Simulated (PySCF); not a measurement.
# Radial density of Cr(2+) (chromium, charge +2)

UHF, [Ar] 3d4, high-spin 5D determinant. Calculation: PySCF 2.14, in aug-cc-pVDZ-DK (7s6p4d2f, 59 functions); scalar relativity by spin-free X2C-1e.

```csv
r (bohr),4πr²ρ (e/bohr),4πr²(ρα − ρβ)
0.000867,0.1252,0.0000
0.00146,0.3201,0.0000
0.00245,0.8054,0.0000
0.00413,1.971,0.0000
0.00694,4.609,-0.0001
0.0117,9.928,-0.0001
0.0196,18.53,-0.0002
0.0330,27.13,-0.0001
0.0556,27.52,0.0009
0.0935,21.88,0.0089
0.157,28.31,0.0738
0.264,27.52,0.4685
0.445,10.90,1.7655
0.748,13.34,3.1941
1.26,6.930,2.3364
2.12,0.9031,0.6219
3.56,0.03976,0.0386
10.1,1.520e-05,0.0000
```

Densities and radii are taken from the X2C orbitals without a picture-change correction, which distorts them close to the nucleus.
